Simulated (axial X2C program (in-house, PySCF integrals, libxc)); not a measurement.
**What spin–orbit coupling does to FeS⁺**

Calculated with an in-house relativistic program for diatomic molecules. Spin-free means the one-electron spin-free X2C Hamiltonian; two-component (2c) means X2C with spin–orbit coupling and atomic mean-field two-electron Coulomb and Gaunt terms, so the difference of the two also holds small scalar two-electron terms. Basis: Fe dyall-cv3z [9s10p6d3f2g], S dyall-av3z [9s8p3d2f] (cores contracted in-house); Gaussian nuclei, density fitting, unrestricted open shells. Masses: Fe 55.935 u, S 31.972 u.

Spin-free state: M_S = 5/2, Λ = 0 (beyond evenly filled blocks: σα, π+α, π-α, δ+α, δ-α); fragments Fe+ + S.

| level | Re (Å) | ωe (cm⁻¹) | De (eV) | μ (D) |
| --- | --- | --- | --- | --- |
| BLYP | 2.043 | 479.7 | 3.979 | -3.42 |

Dipoles are positive if S is the positive end and refer to the centre of mass.

Two-component determinant lowest at the distance of the search:

Ω = 5/2 (⟨Sz⟩ = 2.50, ⟨Lz⟩ = 0.00 at BLYP); fragments Fe+ + S.

```tsv
level	Re (Å)	ωe (cm⁻¹)	μ (D)
BLYP	2.043	479.2	-3.42
```

Q: From the two tables, how do the constants change at the BLYP level (2c against spin-free)?

A: At the BLYP level Re is unchanged within 0.001 Å and ωe goes down by 0.5 cm⁻¹.

The state is one determinant whose occupation by symmetry is held fixed; it was picked as the lowest of a PBE0 search that is not exhaustive. De is counted from the lowest determinant-based energies of the atoms at the same level, without counterpoise correction. De is not given where an atomic determinant may have missed its ground term or J level, or where the truncated virtual space spoils (T). Density functionals use the spin component along the axis (collinear). PBE0 can misorder states that lie within some tenths of an eV, so this need not be the ground state of the molecule. The nearest other spin-free determinant of the search, M_S = 3/2, Λ = 2, lies 0.85 eV up at the distance of the search. The functionals have no current-density term, which raises determinants with orbital currents, atoms included. With several unpaired electrons one determinant need not be a pure state. This is the top spin component of a Σ state; components of lower Ω are not single determinants and can lie lower.
